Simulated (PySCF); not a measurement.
Species: C3H7F2Si2 (doublet state).
Geometry (GFN2-xTB, Å), atoms numbered from 1 in this order:
```
atom  x, y, z in Å
C1    -2.303   -0.756   -0.041
C2    -1.438    0.086   -0.584
Si3    0.138    0.658    0.278
Si4    1.508   -1.156    0.845
C5     0.888    1.874   -0.925
F6     1.050    1.585   -2.226
F7     1.909    2.664   -0.555
H8    -2.157   -1.158    0.950
H9    -3.199   -1.080   -0.547
H10   -1.637    0.455   -1.582
H11   -0.186    1.520    1.426
H12    1.900   -1.928   -0.336
H13    2.726   -0.704    1.519
H14    0.800   -2.061    1.756
```

The hyperfine couplings belong to this conformer and change with its torsions.

Identity: `C=C[Si@@H]([SiH3])[C](F)F` [radical].

Theory: UKS B3LYP, pcH-1 on C F H Si, non-relativistic, mean-field spin-orbit, GIAO (PySCF 2.14.0). One conformer (not necessarily the lowest) at the GFN2-xTB geometry, without solvent, vibrations or thermal averaging. A GFN2-xTB geometry isn't a minimum of the functional, and hyperfine couplings can be far from their values at a DFT geometry. No stability test was run, so a lower SCF solution isn't excluded.

(1) Match the computed a_iso(13C) values +227.7, +3.8, -1.3 MHz with the sites C1; C2; C5.

(2) The isotropic 29Si couplings are -65.0, -11.8 MHz. Assign them to Si3; Si4.

## Answers

(1) 
```json
{"site": "C1", "a_iso (MHz)": "-1.3", "ρ(0) (bohr⁻³)": "-0.0012", "position": "3 bonds from C5", "distance from C5 (Å)": "4.23", "spin population": "0.00", "largest |T| (MHz)": "0.5"}
{"site": "C2", "a_iso (MHz)": "+3.8", "ρ(0) (bohr⁻³)": "+0.0034", "position": "2 bonds from C5", "distance from C5 (Å)": "2.95", "spin population": "0.00", "largest |T| (MHz)": "1.2"}
{"site": "C5", "a_iso (MHz)": "+227.7", "ρ(0) (bohr⁻³)": "+0.2024", "position": "largest spin population", "distance from C5 (Å)": "0.00", "spin population": "+0.80", "largest |T| (MHz)": "154.7"}
```

(2) 
| site | a_iso (MHz) | ρ(0) (bohr⁻³) | position | distance from C5 (Å) | spin population | largest \|T\| (MHz) |
| --- | --- | --- | --- | --- | --- | --- |
| Si3 | -11.8 | +0.0133 | 1 bond from C5 | 1.87 | 0.00 | 9.4 |
| Si4 | -65.0 | +0.0732 | 2 bonds from C5 | 3.56 | +0.07 | 14.6 |

ρ(0) is the spin density at the nucleus and T the dipolar tensor; a_iso includes a spin–orbit part; entries for several nuclei are means. The Mulliken spin populations are largest on C5 (+0.80), Si4 (+0.07), F7 (+0.06) and F6 (+0.06). No atom but C5 exceeds +0.15. The angles at C5 add up to 350.5°, so it is slightly pyramidal.

Means are taken over nuclei equivalent by connectivity, which assumes that they swap fast. The three 1H nuclei of mean +5.3 MHz run from -2.7 to 21.3 MHz in the frozen geometry.

On an Arm Neoverse V1 with one thread, no GPU, on a shared host, this took 73 s wall (with the writing of density and orbital grids) and 0.94 GiB of memory at its peak.
